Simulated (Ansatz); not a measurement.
CH₇N₃Si, SMILES `N=C(N)[SiH2]N`. Total charge 0; spin multiplicity 1.

Cartesian coordinates in Å:
```
N -1.040 -1.076 -1.098
C -0.499 -0.848 0.038
N -0.523 -1.802 1.010
Si 0.375 0.794 0.423
N 0.776 1.523 -1.073
H -0.907 -0.276 -1.712
H -0.241 -1.590 1.949
H -1.107 -2.610 0.865
H 1.524 0.504 1.334
H -0.543 1.728 1.125
H 1.485 1.134 -1.674
H 0.700 2.519 -1.187
```

(1) Give the diagnostics of a CCSD(T)/def2-TZVPP run (frozen core, Ansatz 0.2.0). (Best estimate.)

## Answers

(1) Ansatz gave: T1 = 0.0132, largest single amplitude 0.030, largest double 0.046, (T) share of the correlation energy 4.1 %, 10 CCSD cycles. The RHF solution is stable towards an unrestricted one. T1 lies under the customary mark of 0.02 for closed shells.
